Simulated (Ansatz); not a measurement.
```yaml
atoms:
  - { symbol: C, position_ang: [0.0000, 0.7050, 0.0000] }
  - { symbol: C, position_ang: [-1.3410, 1.1407, 0.0000] }
  - { symbol: C, position_ang: [-2.1698, 0.0000, 0.0000] }
  - { symbol: C, position_ang: [-1.3410, -1.1407, 0.0000] }
  - { symbol: C, position_ang: [0.0000, -0.7050, 0.0000] }
  - { symbol: C, position_ang: [1.3410, 1.1407, 0.0000] }
  - { symbol: C, position_ang: [2.1698, 0.0000, 0.0000] }
  - { symbol: C, position_ang: [1.3410, -1.1407, 0.0000] }
  - { symbol: H, position_ang: [-1.6763, 2.1726, 0.0000] }
  - { symbol: H, position_ang: [-3.2548, 0.0000, 0.0000] }
  - { symbol: H, position_ang: [-1.6763, -2.1726, 0.0000] }
  - { symbol: H, position_ang: [1.6763, 2.1726, 0.0000] }
  - { symbol: H, position_ang: [3.2548, 0.0000, 0.0000] }
  - { symbol: H, position_ang: [1.6763, -2.1726, 0.0000] }
```

Basis set: def2-TZVP (spherical functions). Charge 0, multiplicity 3.

Computed with Ansatz (development build ahead of 0.2.0); each method stands on the lowest determinant of its kind that the runs found. Restricted functionals stand beside restricted open-shell atoms, which can lie above the unrestricted atoms usual in DFT and then raise those values.

**Question.** Give the atomization energy at this shape (free ground-state atoms in the same class of orbitals less the molecule, no zero-point energy) of triplet C8H6 by ωB97X (restricted open-shell), PBE0 (unrestricted), PBE0 (restricted open-shell), UHF, ROHF.

**Answer.**

```csv
method,atomization energy
ωB97X (restricted open-shell),70.84 eV
PBE0 (unrestricted),71.84 eV
PBE0 (restricted open-shell),72.21 eV
UHF,51.66 eV
ROHF,52.42 eV
```

Caution: another spin multiplicity may lie lower. Caution for UHF: the unrestricted determinant is spin contaminated.

The shape needn't be a minimum at these levels.
